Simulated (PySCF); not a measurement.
Computed IR spectrum (relative IR intensity) of a molecule C₃H₈N₂Si. The structure is a stationary point at B3LYP-D3(BJ)/def2-SVP. Other conformers were not sampled. Computed with B3LYP-D3(BJ)/def2-SVP run with PySCF. Frequencies are harmonic and unscaled.

Lines under 2 % of the strongest are left out, and lines within 2 cm⁻¹ are merged.

ν (cm⁻¹): 207 (w), 234 (w), 262 (m), 292 (s), 404 (w), 446 (vs), 454 (m), 653 (m), 663 (w), 699 (m), 756 (m), 812 (w), 832 (w), 882 (m), 906 (vs), 948 (vs), 975 (w), 1146 (vw), 1167 (m), 1410 (vw), 1530 (m), 1539 (m), 2189 (vs), 2212 (w), 3024 (w), 3473 (m), 3559 (w), 3582 (w), 3654 (w), 3682 (w) (against the strongest line: vs over 80 %, s over 45 %, m over 15 %, w over 4 %, vw less)

Q: Which molecule gave these data?
(A) C=C=C(N)[SiH2]N
(B) CN[Si@@H]1C=NC1
(C) N#CC[SiH2]CN
(D) C#CC[SiH](N)N

A: D, C#CC[SiH](N)N
